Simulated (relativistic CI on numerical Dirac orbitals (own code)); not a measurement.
# Pd⁵⁺: 4s photoemission

Computed with this model: Dirac-Coulomb-Breit CI, KLI orbitals optimised for each configuration, a model potential for QED, valence Slater integrals scaled by 0.9, multiplet model of photoemission in the sudden approximation; configurations [Kr] 4d5 → [Ar] 3d10 4s 4p6 4d5; 300 K; Lorentzian 2 eV and Gaussian 0.6 eV FWHM. Energies are those of the free ion, without screening or charge transfer. The energies are binding energies and can lie tens of eV above those of solids. Without intra-shell correlation the exchange splitting of an s hole comes out too large, often by half or more. S is read from ⟨S²⟩ = S(S + 1).

Field parameters in Wybourne normalisation: D4h B²₀ = −7Ds, B⁴₀ = 21(Dq − Dt), B⁴₄ = 21√(5/14) Dq. The field is a parameter set, without covalency.

free ion: ground-state S = 2.49, centroid 178.88 eV. Peaks (eV, height): 174.0 (100), 185.8 (71).

D4h, 10Dq = 40850, Ds = -1500, Dt = 10 cm⁻¹: ground-state S = 0.53, centroid 179.15 eV. Peaks (eV, height): 178.2 (100), 182.2 (34).

Strongest unbroadened transitions for free ion:

```csv
Energy (eV),Relative strength
173.90,100.0
180.12,0.1
180.15,0.3
180.89,0.1
180.90,0.0
183.93,0.0
184.73,0.0
185.85,70.1
187.87,0.7
188.50,0.0
189.13,0.2
```
